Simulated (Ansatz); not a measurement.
```yaml
crystal:
  periodic: [false, false, false]
  atoms:
    - {symbol: Al, position_ang: [-0.190717, 1.924754, -0.484578]}
    - {symbol: N, position_ang: [-0.228509, 0.224813, -0.075597]}
    - {symbol: C, position_ang: [-0.177066, -0.976370, 0.218048]}
    - {symbol: S, position_ang: [1.343997, -1.842378, 0.502646]}
    - {symbol: H, position_ang: [-0.125443, 2.305628, -2.016223]}
    - {symbol: H, position_ang: [-0.257698, 2.962720, 0.704287]}
    - {symbol: H, position_ang: [-1.060287, -1.619822, 0.330618]}
    - {symbol: Xx, position_ang: [0.787924, -3.036447, 0.765000]}
basis:
  gaussian: {orbitals: x2c-TZVPPall, final_grid: {core_spheres: 20, valence_spheres: 16, degree: 47}, point_charges: [{charge: 2.00, position_ang: [4.409, -0.595, 0.771]}]}
hamiltonian: {xc: {name: CAM-B3LYP}}
scf: {lower_state_search: off}
output: {forces: true}
```

```sh
$ ansatz run in.yaml --threads 2 --pin off --events-out ev --progress --plain --max-ram 4352MiB
```

(1) How does Ansatz answer? (Estimate.)

Results:

(1) Computed: The program refused the input.
```
Error: YAML parse error: error: line 11 column 16: `Xx` is not an element symbol (H … Og, case-exact)
 9 |     - {symbol: H, position_ang: [-0.257698, 2.962720, 0.704287]}
10 |     - {symbol: H, position_ang: [-1.060287, -1.619822, 0.330618]}
11 |     - {symbol: Xx, position_ang: [0.787924, -3.036447, 0.765000]}
12 | basis:
13 |   gaussian: {orbitals: x2c-TZVPPall, final_grid: {core_spheres: 20, valence_sphe…
```
